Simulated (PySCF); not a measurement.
**Silicon: a sound run and one with changed settings**

Sound run: Si⁺ [Ne] 3s2 3p1, Si²⁺ [Ne] 3s2. Calculation: PySCF 2.14, in 6-31G* (4s3p1d, 18 functions); no relativity, point nucleus. In the sound run the correlated levels freeze [Ne]. The sound run starts from symmetry-adapted Hartree-Fock orbitals and uses a fine grid where one is needed.

Changed run: scalar relativity by spin-free X2C-1e. This setting is unsound on purpose.

```json
{"species": "Si⁺", "method": "UHF", "sound run (hartree)": "-288.55052", "changed run (hartree)": "-289.09592", "converged": "yes"}
{"species": "Si⁺", "method": "PBE0", "sound run (hartree)": "-288.92649", "changed run (hartree)": "-289.47166", "converged": "yes"}
{"species": "Si⁺", "method": "PBE", "sound run (hartree)": "-288.89899", "changed run (hartree)": "-289.44401", "converged": "yes"}
{"species": "Si⁺", "method": "MP2", "sound run (hartree)": "-288.58462", "changed run (hartree)": "-289.13004", "converged": "yes"}
{"species": "Si⁺", "method": "CCSD(T)", "sound run (hartree)": "-288.60217", "changed run (hartree)": "-289.14755", "converged": "yes"}
{"species": "Si²⁺", "method": "UHF", "sound run (hartree)": "-287.96908", "changed run (hartree)": "-288.51437", "converged": "yes"}
{"species": "Si²⁺", "method": "PBE0", "sound run (hartree)": "-288.32151", "changed run (hartree)": "-288.86656", "converged": "yes"}
{"species": "Si²⁺", "method": "PBE", "sound run (hartree)": "-288.29450", "changed run (hartree)": "-288.83942", "converged": "yes"}
{"species": "Si²⁺", "method": "MP2", "sound run (hartree)": "-287.99853", "changed run (hartree)": "-288.54381", "converged": "yes"}
{"species": "Si²⁺", "method": "CCSD(T)", "sound run (hartree)": "-288.01272", "changed run (hartree)": "-288.55793", "converged": "yes"}
```

Ionisation energy of Si⁺:

```tsv
method	sound run (eV)	changed run (eV)
UHF	15.822	15.825
PBE0	16.462	16.466
PBE	16.449	16.452
MP2	15.948	15.952
SCS-MP2	15.929	15.933
CCSD	16.025	16.029
CCSD(T)	16.040	16.044
```

Most of the change in total energy is the relativistic energy itself. On top of that the contraction fixes the core shape for the Hamiltonian it was made with, so the changed run is not a good calculation with the other Hamiltonian either.

For comparison, NIST gives 16.346 eV between the lowest levels.
